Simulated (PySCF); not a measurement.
Trend along the alkali metals: MSi cations

PBE0 with double-zeta basis sets in PySCF, for the lowest determinant that a PBE0 search found; no spin–orbit coupling. De refers to high-spin ground-configuration atoms (the charge goes to the atom of lower measured ionisation energy or higher electron affinity, which is not always the lowest computed limit). A positive dipole points towards Si; it is taken about the centre of mass and depends on that origin.

```csv
M,basis,charged atom,state (unpaired electrons),Re (Å),ωe (cm⁻¹),De (eV),μ (D)
Li,"6-31G(d,p)",Li+,"triplet (σ ↑, π ↑)",2.804,261,0.75,-7.63
Na,pcseg-1,Na+,"triplet (σ ↑, π ↑)",3.221,131,0.44,-5.85
K,x2c-SVPall,K+,"triplet (σ ↑, π ↑)",3.715,90.0,0.31,-5.55
Rb,def2-SVPD,Rb+,"triplet (σ ↑, π ↑)",3.850,78.6,0.29,-2.48
```

The shortest bond is that of LiSi⁺ (2.804 Å), the longest that of RbSi⁺ (3.850 Å).

The rows differ in basis set, which adds steps of its own.

Down a group the atoms grow and get heavier, so bonds lengthen and wavenumbers fall; this series shows no clear exception.

Weak bonds: KSi⁺, NaSi⁺, RbSi⁺. Basis-set superposition, not corrected here, can be much of De in a small basis, most of all at correlated wavefunction levels. Spin–orbit coupling is left out. For an ion De counts to the pair picked by the measured ionisation energies or electron affinities, which need not be the lowest pair at this level. States were picked by a PBE0 search and need not be the measured ground states.
